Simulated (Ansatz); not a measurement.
Stepwise reaction of `CB([SiH3])[SiH3]` with hydrogen, as a gas-phase model of exchange steps in deposition or etching. ΔE in kJ/mol; ΔG adds harmonic PBE0-D4 terms to CCSD(T)/CBS, at 1 bar.

Program: Ansatz. Geometries: PBE0-D4/def2-TZVP. ΔE: electronic, gas phase. CCSD(T)/CBS adds triple-zeta CCSD(T) − MP2 to the extrapolated MP2 energy (def2 sets, frozen cores). This one scheme is used for every species. Functionals use def2-TZVPP. B3LYP here is the variant with VWN-RPA as its local correlation; programs differ in this.

```
step                                     reaction  PBE-D4  B3LYP-D4  ωB97M-V  CCSD(T)/CBS  ΔG(400 K)
   1  `CB([SiH3])[SiH3]` + H₂ → `CB[SiH3]` + SiH₄   -18.9     -32.9    -36.3        -31.9      -29.0
   2                `CB[SiH3]` + H₂ → `BC` + SiH₄   -25.0     -39.2    -41.8        -38.0      -32.6
```

**Question.** By hand: ΔE of the 2 steps together at CCSD(T)/CBS.

**Answer.** (-31.9) + (-38.0) = -69.9 kJ/mol, or -35.0 kJ/mol a step.

In ΔE each step is lower than the one before. All are downhill at CCSD(T)/CBS. ΔG lies between -32.6 and -29.0 kJ/mol a step. PBE-D4 differs from CCSD(T)/CBS by 13.0 to 13.0 kJ/mol a step. Isolated molecules leave out the surface, adducts and barriers. Largest T1 diagnostic: 0.013.
